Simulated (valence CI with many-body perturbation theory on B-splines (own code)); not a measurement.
**E1 transitions of Sr²²⁺**

Method: valence CI with perturbative core correlation (CI+MBPT): six valence electrons over a frozen Dirac-Fock core [Ne], radial functions for each j: 9 s, 9 p, 8 d, 6 f, 3 g, 1 h, with the one-electron correlation potential Σ1 (screened to all orders), the two-electron term Σ2, the three-electron term Σ3, Breit, model QED; selected single and double excitations, second order for the rest, scaled by the run's own slope (own B-spline code, finite nucleus).

No measured spectrum was set against this ion. As an estimate, levels of excited configurations hold to 0.05 to 0.15 % of their energy, terms of the ground configuration to about 0.5 %. Among the levels kept, up to 1500 cm⁻¹ of a level comes from second order outside the variational space, and about a tenth of that is noise between levels of different J, which matters for small intervals.

Lines 51 to 85 of 85 in falling wavelength, among levels below 1101700 cm⁻¹, chosen from the strongest by gf and those to the six lowest levels. Wavelengths and rates use the calculated energies, so an error of 400 cm⁻¹ moves a line at 11.64 nm by 0.047 % and its rate by three times that or more. Electric multipoles are in the length gauge, E1 and E2 with the static RPA response of the core. Weak lines are less certain than strong ones. Lines between different terms over intervals too small for the method are left out, as are lines whose strength nearly cancels. The highest levels of a list are the least certain.

Names give the largest LS component (configuration and term), which can be under half, so a name can repeat, a term be missing and a line seem to break the LS rules; names also repeat where a configuration has a term twice. Letters in brackets count levels of one name in rising energy.

| λ vac (nm) | Upper | Lower | A (s⁻¹) | S (a.u.) |
| --- | --- | --- | --- | --- |
| 11.64 | 3s2.3p3.3d 3F°_2 [a] | 3s2.3p4 3P_2 | 1.59e+09 | 6.21e-03 |
| 11.59 | 3s2.3p3.3d 3F°_3 [b] | 3s2.3p4 1D_2 | 5.22e+09 | 2.81e-02 |
| 11.59 | 3s2.3p3.3d 3F°_2 [b] | 3s2.3p4 1D_2 | 8.46e+08 | 3.25e-03 |
| 11.52 | 3s2.3p3.3d 3P°_1 [a] | 3s2.3p4 3P_1 | 5.19e+09 | 1.17e-02 |
| 11.48 | 3s2.3p3.3d 3P°_0 | 3s2.3p4 3P_1 | 7.70e+09 | 5.75e-03 |
| 11.48 | 3s2.3p3.3d 3D°_1 [b] | 3s2.3p4 3P_0 | 1.20e+10 | 2.68e-02 |
| 11.46 | 3s2.3p3.3d 3F°_3 [a] | 3s2.3p4 3P_2 | 1.33e+09 | 6.90e-03 |
| 11.36 | 3s2.3p3.3d 3D°_3 [a] | 3s2.3p4 1D_2 | 3.05e+09 | 1.55e-02 |
| 11.30 | 3s2.3p3.3d 3G°_3 | 3s2.3p4 3P_2 | 4.14e+09 | 2.06e-02 |
| 11.27 | 3s2.3p3.3d 3D°_2 | 3s2.3p4 3P_1 | 2.17e+09 | 7.66e-03 |
| 11.22 | 3s2.3p3.3d 3P°_2 [a] | 3s2.3p4 1D_2 | 1.91e+10 | 6.67e-02 |
| 11.10 | 3s2.3p3.3d 3F°_2 [b] | 3s2.3p4 3P_1 | 1.81e+10 | 6.12e-02 |
| 11.05 | 3s2.3p3.3d 3P°_1 [b] | 3s2.3p4 1D_2 | 1.91e+09 | 3.81e-03 |
| 10.89 | 3s2.3p3.3d 3P°_1 [a] | 3s2.3p4 3P_0 | 8.04e+07 | 1.54e-04 |
| 10.86 | 3s2.3p3.3d 3D°_3 [b] | 3s2.3p4 1D_2 | 1.24e+09 | 5.47e-03 |
| 10.81 | 3s2.3p3.3d 3S°_1 | 3s2.3p4 1D_2 | 1.08e+11 | 2.02e-01 |
| 10.80 | 3s2.3p3.3d 3D°_1 [b] | 3s2.3p4 3P_2 | 1.28e+09 | 2.40e-03 |
| 10.76 | 3s2.3p3.3d 3P°_2 [a] | 3s2.3p4 3P_1 | 4.63e+09 | 1.42e-02 |
| 10.69 | 3s2.3p3.3d 3P°_2 [b] | 3s2.3p4 1D_2 | 3.61e+08 | 1.09e-03 |
| 10.60 | 3s2.3p3.3d 3P°_1 [b] | 3s2.3p4 3P_1 | 9.04e+09 | 1.60e-02 |
| 10.55 | 3s2.3p3.3d 1D°_2 | 3s2.3p4 3P_2 | 7.85e+09 | 2.27e-02 |
| 10.38 | 3s2.3p3.3d 3S°_1 | 3s2.3p4 3P_1 | 3.60e+10 | 5.96e-02 |
| 10.28 | 3s2.3p3.3d 3P°_1 [a] | 3s2.3p4 3P_2 | 3.17e+10 | 5.10e-02 |
| 10.26 | 3s2.3p3.3d 3P°_2 [b] | 3s2.3p4 3P_1 | 8.17e+08 | 2.18e-03 |
| 10.08 | 3s2.3p3.3d 3D°_2 | 3s2.3p4 3P_2 | 1.65e+09 | 4.17e-03 |
| 10.06 | 3s2.3p3.3d 3P°_1 [b] | 3s2.3p4 3P_0 | 1.80e+10 | 2.72e-02 |
| 9.943 | 3s2.3p3.3d 3F°_3 [b] | 3s2.3p4 3P_2 | 1.14e+10 | 3.88e-02 |
| 9.942 | 3s2.3p3.3d 3F°_2 [b] | 3s2.3p4 3P_2 | 3.55e+10 | 8.61e-02 |
| 9.862 | 3s2.3p3.3d 3S°_1 | 3s2.3p4 3P_0 | 5.47e+10 | 7.77e-02 |
| 9.774 | 3s2.3p3.3d 3D°_3 [a] | 3s2.3p4 3P_2 | 2.38e+10 | 7.66e-02 |
| 9.670 | 3s2.3p3.3d 3P°_2 [a] | 3s2.3p4 3P_2 | 1.63e+11 | 3.64e-01 |
| 9.545 | 3s2.3p3.3d 3P°_1 [b] | 3s2.3p4 3P_2 | 2.18e+11 | 2.81e-01 |
| 9.399 | 3s2.3p3.3d 3D°_3 [b] | 3s2.3p4 3P_2 | 2.31e+11 | 6.62e-01 |
| 9.363 | 3s2.3p3.3d 3S°_1 | 3s2.3p4 3P_2 | 3.96e+09 | 4.81e-03 |
| 9.269 | 3s2.3p3.3d 3P°_2 [b] | 3s2.3p4 3P_2 | 4.36e+10 | 8.56e-02 |
